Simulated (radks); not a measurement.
Results of a calculation; reference values are marked as such.
Coulomb parameter of the 5d shell of neutral rhenium in the model configuration [Xe] 4f14 5d6 6s1, as a second difference U = [E(n + 0.5) + E(n - 0.5) - 2 E(n)] / (0.5)^2 with all orbitals relaxed. "Bare": the charge of the atom changes with n. "Screened": the 6s shell takes up the change at fixed total charge, which measures U(5d,5d) + U(6s,6s) - 2 U(5d,6s). Level of theory: scalar-relativistic Kohn-Sham, r2SCAN, spin-unpolarised, spherical densities, finite nucleus; meta-GGA in the generalised Kohn-Sham scheme; Fermi nuclear charge, rms radius 5.3698 fm (a radial shooting solver on a logarithmic mesh with Libxc functionals).

case                   configuration  E - E(n) (eV)
start              [Xe] 4f14 5d6 6s1          0.000
bare +0.5        [Xe] 4f14 5d6.5 6s1         -1.069
bare -0.5        [Xe] 4f14 5d5.5 6s1          3.039
screened +0.5  [Xe] 4f14 5d6.5 6s0.5          0.680
screened -0.5  [Xe] 4f14 5d5.5 6s1.5         -0.559

U(bare) = 7.880 eV, U(screened by 6s) = 0.483 eV, against the Slater integral F0(5d,5d) = 12.424 eV with frozen orbitals. The step up makes a negative ion, whose loosely bound charge lowers the bare value.
